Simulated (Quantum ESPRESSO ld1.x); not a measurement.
Valence configurations of the ytterbium ion Yb+ (all share [Xe]). All-electron calculation, scalar-relativistic Kohn-Sham, LDA (Slater exchange, Perdew-Zunger correlation), spin-polarised, spherical densities, point nucleus; open shells are filled with parallel spins first. Program: ld1.x of Quantum ESPRESSO 7.5. Energies are relative to 4f14 6s1; eigenvalues in eV for spin up.

valence,E (eV),moment (Bohr magnetons),e(4f),e(5d),e(6p),e(6s)
4f14 6s1,0.000,1,-10.029,-,-,-9.855
4f12 5d2 6s1,15.096,5,-24.505,-10.211,-,-11.502
4f13 6s1 6p1,7.877,3,-20.486,-,-7.726,-12.420
4f13 5d1 6s1,5.182,3,-16.903,-8.641,-,-10.804
4f13 6s2,3.911,1,-19.117,-,-,-11.187
4f12 5d1 6s2,15.178,3,-27.021,-11.469,-,-11.999
4f13.5 6s1 6p0.5,2.953,2,-15.043,-,-6.876,-11.171
4f12.5 5d1.5 6s1,9.503,4,-20.622,-9.438,-,-11.177
4f12 5d2 6s0.5 6p0.5,17.446,5,-25.203,-10.754,-7.189,-11.903
4f13.5 6s1.5,1.166,1,-14.354,-,-,-10.528

NIST lists [Xe] 4f14 6s1 as the ground configuration; this level of theory agrees among the configurations tried. The energies are those of spherical high-spin densities, not of single terms.
